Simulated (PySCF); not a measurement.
Fe²⁺ (iron, charge +2) across methods

[Ar] 3d6, high-spin 5D determinant. Computed with PySCF 2.14 in aug-cc-pVTZ-DK (8s7p5d3f2g, 93 functions), with the spin-free X2C one-electron Hamiltonian (Gaussian nucleus).

```
 method  E (hartree)  mean ε 3p β (eV)  mean ε 3d α (eV)  mean ε 3d β (eV)  Σ⟨r²⟩ (bohr²)   ⟨S²⟩
  wB97X    -1271.753           -81.267           -31.913           -28.245          16.07  6.002
  B3LYP    -1271.750           -78.430           -29.268           -25.607          16.21  6.002
    LDA    -1269.143           -75.818           -27.477           -23.709          16.33  6.002
   PBE0    -1271.508           -78.948           -29.714           -25.786          16.11  6.002
    UHF  -1270.54879           -87.467           -36.629           -31.063          15.79  6.004
 r2SCAN    -1271.689           -76.464           -27.534           -23.673          16.12  6.002
    PBE    -1271.473           -75.643           -27.197           -23.696          16.30  6.001
wB97X-V    -1271.590           -81.474           -32.042           -28.392          16.15  6.002
```

(1) Estimate the same row for TPSS.

Results:

(1) E (hartree) = -1271.750; mean ε 3p β (eV) = -75.894; mean ε 3d α (eV) = -27.051; mean ε 3d β (eV) = -23.822; Σ⟨r²⟩ (bohr²) = 16.24; ⟨S²⟩ = 6.001.
